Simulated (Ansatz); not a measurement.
Reaction (redistribution): `CC(C)[Si]Cl` + `O[SiH2]S[SiH](O)O` → `CC(C)[Si]O` + `O[SiH](O)S[SiH2]Cl`

Program: Ansatz. Geometries: PBE0-D4/def2-TZVP. ΔE: electronic, gas phase. CCSD(T)/CBS is the MP2 limit (def2-TZVPP, def2-QZVPP) plus CCSD(T) − MP2 in def2-TZVPP, frozen cores. DFT in def2-TZVPP. One conformer a species, not always the lowest.

```tsv
level	ΔE (eV)
PBE-D4	0.09
ωB97M-V	0.10
B2PLYP	0.09
PBE	0.07
MP2/def2-QZVPP	0.10
SCS-MP2/def2-QZVPP	0.08
MP2/CBS(def2)	0.10
CCSD/CBS(def2)	0.08
```

Q: What does CCSD(T)/CBS give? (An estimate is asked.)

A: The calculation gave: +0.09 eV. The listed levels differ from it by 0.00, 0.01, 0.00, -0.02, 0.01, -0.01, 0.01, -0.01 eV.

Largest T1 diagnostic among the species: 0.013.

The D4 term adds +0.04 eV with B3LYP and +0.02 eV with PBE0; it sums over pairs of atoms, weighted by their polarisabilities, and B3LYP, whose exchange is more repulsive, gets the larger term.

B3LYP here is the variant with VWN-RPA as its local correlation; programs differ in this.
